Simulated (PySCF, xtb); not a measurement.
CH7ClOSi2, SMILES [SiH3]CO[SiH2]Cl.

The structure is a stationary point at PBE0-D3(BJ)/def2-SVP. This is a generated structure with no PubChem entry under its InChIKey; it may be hypothetical. Other conformers were not sampled.

Method: IEF-PCM-ωB97X/def2-SVP (PySCF 2.14.0).

The values are the electrostatic part of the solvation free energy, E(continuum) − E(gas) at the gas-phase geometry, in a cavity of scaled van der Waals radii (PySCF's table); cavitation and dispersion terms are not included. In vacuum the orbital gap is 12.99 eV. The dipole moment in vacuum is 0.94 D.

Computed values in water (ε = 78.36), n-hexane (ε = 1.88), dimethylsulfoxide (ε = 46.83):
```json
[
 {"solvent": "water", "ε": "78.36", "ΔG(elec) (kcal/mol)": "-2.2", "dipole (D)": "1.12", "gap (eV)": "12.99"},
 {"solvent": "n-hexane", "ε": "1.88", "ΔG(elec) (kcal/mol)": "-0.8", "dipole (D)": "1.01", "gap (eV)": "12.99"},
 {"solvent": "dimethylsulfoxide", "ε": "46.83", "ΔG(elec) (kcal/mol)": "-2.2", "dipole (D)": "1.11", "gap (eV)": "12.99"}
]
```

For comparison, GFN2-xTB/ALPB(water) (xtb, at the GFN2-xTB geometry, all terms of that model) gives 0.1 kcal/mol.
